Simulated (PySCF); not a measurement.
Si(H)(SH)3 (H4S3Si), SMILES S[SiH](S)S.

Coordinates come from a PBE-D3(BJ)/def2-SVP optimisation. One conformer was computed; it need not be the lowest.

The numbers are results of PBE-D3(BJ)/def2-SVP run with PySCF 2.14.0, not measurements.

Frequencies are harmonic and unscaled.

```csv
mode,ν (cm⁻¹),IR (km/mol),moving atoms (share of kinetic energy)
1,108,2.5,"S 55 %, H 36 %, Si 9 %"
2,139,4.6,"S 78 %, H 12 %, Si 10 %"
3,183,4.6,"S 46 %, H 31 %, Si 23 %"
4,207,3.8,"H 57 %, S 29 %, Si 14 %"
5,223,23.3,"H 85 %, S 12 %"
6,267,42.0,"H 87 %, S 12 %"
7,422,11.4,"S 65 %, Si 29 %"
8,521,56.4,"Si 51 %, S 37 %, H 12 %"
9,534,69.4,"Si 52 %, S 38 %, H 10 %"
10,634,27.2,H 93 %
11,676,34.7,H 92 %
12,729,17.8,"H 85 %, Si 8 %"
13,766,77.0,"H 88 %, Si 8 %"
14,836,99.7,H 90 %
15,2168,90.2,H 97 %
16,2600,0.2,H 97 %
17,2603,0.4,H 97 %
18,2612,0.8,H 97 %
```
